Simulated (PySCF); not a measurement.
**Distorted geometries of [Er(NH3)]3+**

[Er(NH3)]3+ (singlet in the valence; each metal's 4f electrons, 11 of them, lie in its core potential, out of spins and levels). PySCF 2.14.0, RKS r2SCAN, Er lcecp-1-SVP with ECP57, N def2-SVP, H def2-SVP; non-relativistic Hamiltonian with scalar-relativistic core potentials where named; density fitting; no spin-orbit coupling. Relaxed geometry:

```xyz
5

Er    0.0000    0.0000   -0.1250
N     0.0000    0.0000    2.1666
H     0.9418    0.0000    2.6315
H    -0.4709    0.8156    2.6315
H    -0.4709   -0.8156    2.6315
```

Order these distorted geometries by energy above the relaxed one, lowest first.
A.
```xyz
5

Er   -0.0036    0.0153   -0.0323
N     0.0213    0.0080    2.1299
H     0.8917   -0.0987    2.5045
H    -0.4643    0.8494    2.6427
H    -0.4450   -0.7740    2.6912
```
B.
```xyz
5

Er    0.1823   -0.0686   -0.0578
N     0.0059   -0.0488    2.1068
H     0.7495    0.0616    2.6759
H    -0.3610    0.8159    2.5482
H    -0.5767   -0.7602    2.6628
```
C.
```xyz
5

Er    0.1307    0.0534   -0.2842
N    -0.1068   -0.3042    2.3576
H     1.1410    0.1247    2.5644
H    -0.6467    0.9187    2.5516
H    -0.5183   -0.7926    2.7466
```

A (0.41 eV), B (0.60 eV), C (6.70 eV).

Which forces (eV/Å) act in the one that lies 6.70 eV up?


```
Er   -0.51  -0.85   1.61
N    20.71  29.81 -20.05
H    -4.70  -2.67   0.77
H     1.47  -4.67   0.06
H   -16.97 -21.63  17.61
```
Forces carry noise of the integration grid, about 0.01 to 0.03 eV/Å.

No frequency check is given that shows the relaxed geometry to be a minimum. An lcecp potential fixes the number of 4f electrons, so in runs with it no electron can move into or out of that shell.
